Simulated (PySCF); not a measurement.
3-bromo-1-chloro-1-fluoropropa-1,2-diene (C3HBrClF), SMILES C(=C(Cl)F)=CBr. The structure is a stationary point at PBE-D3(BJ)/def2-SVP.

Computed equilibrium geometry at PBE-D3(BJ)/def2-SVP (PySCF confirms it by a frequency run) as Cartesian coordinates in Å:
```xyz
7

F     -2.3862    -1.4348     0.4559
C     -1.7116    -0.5169    -0.2411
Cl    -2.7458     0.7135    -0.8888
C     -0.4068    -0.5496    -0.4304
C      0.8925    -0.5437    -0.6080
Br     2.1171     0.3280     0.5752
H      1.4106    -1.0358    -1.4476
```
